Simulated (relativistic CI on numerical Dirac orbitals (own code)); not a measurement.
Forbidden transitions in Cs54+

Method of calculation: Dirac equation for one electron, model QED (radiative potential, 1s self-energy scaled to tabulated hydrogen-like ionisation energies) (own radial code, finite nucleus).

Configuration list: 1s, 2s, 2p, 3s, 3p, 3d, 4s, 4p, 4d, 4f, 5s, 5p, 5d, 5f, 5g, 6s, 6p, 6d. Levels of other configurations are missing.

| λ vac (nm) | Lower | Upper | Type | A (s⁻¹) | gf | Branching (%) |
| --- | --- | --- | --- | --- | --- | --- |
| 0.02969 | 1s ²S1/2 [1] | 6d ²D5/2 [30] | E2 | 2.78e+12 | 2.21e-04 | 3.5 |
| 0.02969 | 1s ²S1/2 [1] | 6d ²D3/2 [28] | E2 | 2.99e+12 | 1.58e-04 | 3.5 |
| 0.03005 | 1s ²S1/2 [1] | 5d ²D5/2 [22] | E2 | 4.58e+12 | 3.72e-04 | 3.4 |
| 0.03006 | 1s ²S1/2 [1] | 5d ²D3/2 [19] | E2 | 4.93e+12 | 2.67e-04 | 3.4 |
| 0.03075 | 1s ²S1/2 [1] | 4d ²D5/2 [15] | E2 | 7.97e+12 | 6.77e-04 | 3.0 |
| 0.03076 | 1s ²S1/2 [1] | 4d ²D3/2 [12] | E2 | 8.61e+12 | 4.88e-04 | 3.1 |
| 0.03236 | 1s ²S1/2 [1] | 3d ²D5/2 [9] | E2 | 1.43e+13 | 1.34e-03 | 2.4 |
| 0.03239 | 1s ²S1/2 [1] | 3d ²D3/2 [7] | E2 | 1.55e+13 | 9.77e-04 | 2.4 |
| 0.03867 | 1s ²S1/2 [1] | 2s ²S1/2 [3] | M1 | 7.55e+11 | 3.39e-05 | n/a |

Terms are leading LS components. Brackets give the number of a level in order of energy, since labels repeat. The list gives strong lines, with weight on those to low levels. Levels whose partners in the same complex of configurations lie outside the list can be far off, and so can their lines. Rates are taken at the computed energies, electric ones in the length gauge.
